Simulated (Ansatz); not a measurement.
`CNBCl` + `OCC(F)(F)F` → `FC(F)(F)COBCl` + CH₃NH₂  (ligand exchange at a B–N bond)

Computed with Ansatz on PBE0-D4/def2-TZVP structures; ΔE is electronic, products minus reactants. CCSD(T)/CBS is the MP2 limit (def2-TZVPP, def2-QZVPP) plus CCSD(T) − MP2 in def2-TZVPP, frozen cores. DFT in def2-TZVPP. Each species was taken in one conformer, which may not be the lowest.

`CNBCl`:

```xyz
9

C     0.156    1.153    0.278
N     0.191   -0.290    0.339
B    -0.336   -1.154   -0.600
Cl   -0.198   -2.902   -0.356
H    -0.382    1.576    1.132
H     1.164    1.577    0.264
H    -0.356    1.461   -0.633
H     0.649   -0.671    1.153
H    -0.886   -0.750   -1.578
```

`OCC(F)(F)F`:

```xyz
9

O    -0.167    0.181   -1.597
C     0.014    0.648   -0.296
C     0.222   -0.481    0.694
F     1.311   -1.200    0.430
F    -0.826   -1.323    0.679
F     0.337    0.001    1.936
H    -0.973   -0.342   -1.630
H     0.911    1.269   -0.286
H    -0.828    1.247    0.070
```

`FC(F)(F)COBCl`:

Cartesian coordinates in Å:
```
F 2.157 0.588 1.293
C 1.054 -0.120 1.024
F 0.520 -0.508 2.180
F 1.421 -1.217 0.356
C 0.099 0.729 0.210
O -1.066 0.004 -0.074
B -1.309 -0.468 -1.309
Cl -2.759 -1.408 -1.557
H 0.622 1.043 -0.698
H -0.162 1.607 0.803
H -0.578 -0.249 -2.227
```

CH₃NH₂:

```xyz
7

C    -0.032    0.231   -0.518
N     0.301   -0.153    0.843
H    -0.884   -0.305   -0.963
H     0.835    0.071   -1.163
H    -0.259    1.299   -0.548
H     0.525   -1.139    0.891
H    -0.487   -0.003    1.459
```

```
        level  ΔE (kJ/mol)
     BHLYP-D4         12.3
CCSD/def2-SVP          9.9
```

What does CCSD(T)/CBS give? (Best estimate.)

The calculation gave: +14.2 kJ/mol. The listed levels differ from it by -1.9, -4.3 kJ/mol.

Largest T1 diagnostic among the species: 0.012.

In def2-TZVPP, CCSD(T) changes the Hartree–Fock value by +5.2 kJ/mol (the triples alone add +0.4 kJ/mol) and MP2 by +7.2 kJ/mol. Leaving LDA and LC-ωPBE aside and taking each functional with its dispersion term where it has one, the values, not all of them listed here, spread over 8.6 kJ/mol, from B97M-V to PBE-D4. LDA lies +4.1 kJ/mol from PBE without D4. At CCSD(T), def2-SVP lies −4.7 kJ/mol from the extrapolated value and def2-TZVPP −1.8 kJ/mol.
